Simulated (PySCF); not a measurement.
Computed IR spectrum (relative IR intensity) of a molecule C3H4F2O. Coordinates come from a PBE-D3(BJ)/def2-SVP optimisation. One conformer was computed; it need not be the lowest. All values below come from PySCF 2.14.0 with PBE-D3(BJ)/def2-SVP. Harmonic, unscaled wavenumbers; measured fundamentals usually lie a few per cent lower.

| ν (cm⁻¹) | relative intensity |
|---|---|
| 45 | 4.0 |
| 242 | 6.9 |
| 504 | 16 |
| 600 | 2.8 |
| 789 | 7.5 |
| 971 | 6.5 |
| 981 | 14 |
| 1070 | 100 |
| 1104 | 42 |
| 1209 | 8.5 |
| 1302 | 16 |
| 1313 | 38 |
| 1325 | 11 |
| 1380 | 7.3 |
| 1382 | 15 |
| 1797 | 76 |
| 3008 | 20 |

Task: Which structure fits?
A. O=CCC(F)F
B. CO/C(F)=C/F
C. CC(=O)C(F)F
D. COC=C(F)F

Result: C, CC(=O)C(F)F
